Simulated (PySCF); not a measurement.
A GIAO shielding run with PySCF (density fitting, non-relativistic, gas phase) on SMILES CN(C)c1ccccn1, C7H10N2:

```
{"job": {"kind": "nmr", "xc": "PBE", "basis": "pcSseg-1", "pop": false}, "charge": 0, "multiplicity": 1}
C     -2.046159    -1.037819    -0.071423
N     -1.299631     0.185803    -0.162061
C     -2.020133     1.408058    -0.411358
C      0.060802     0.179951    -0.003105
C      0.767823    -1.022731     0.250957
C      2.143558    -0.962967     0.402439
C      2.806318     0.261898     0.304198
C      2.020690     1.382683     0.052814
N      0.703076     1.351717    -0.095914
H     -3.110427    -0.818683    -0.225404
H     -1.742288    -1.773325    -0.838436
H     -1.944274    -1.520930     0.917579
H     -2.750875     1.614168     0.390872
H     -1.297908     2.230981    -0.452152
H     -2.565245     1.362919    -1.370714
H      0.252323    -1.979034     0.327703
H      2.702996    -1.881597     0.598986
H      3.887976     0.345124     0.418363
H      2.487188     2.371834    -0.034131
```

Hardware: 1 thread of an Arm Neoverse N1, shared host. The job also computes ring-centre shieldings.

**Question.** How large is the calculation?

**Answer.** 66 electrons, 203 basis functions and 1037 auxiliary functions.

**Question.** How long does it take?

**Answer.** 76 s of wall time, with 16 SCF cycles. Times on a shared host scatter by some tens of per cent.

**Question.** And these other runs on the same molecule and hardware: GIAO shielding at PBE0/pcSseg-1?

**Answer.** PBE0/pcSseg-1: 203 functions, 53 s.
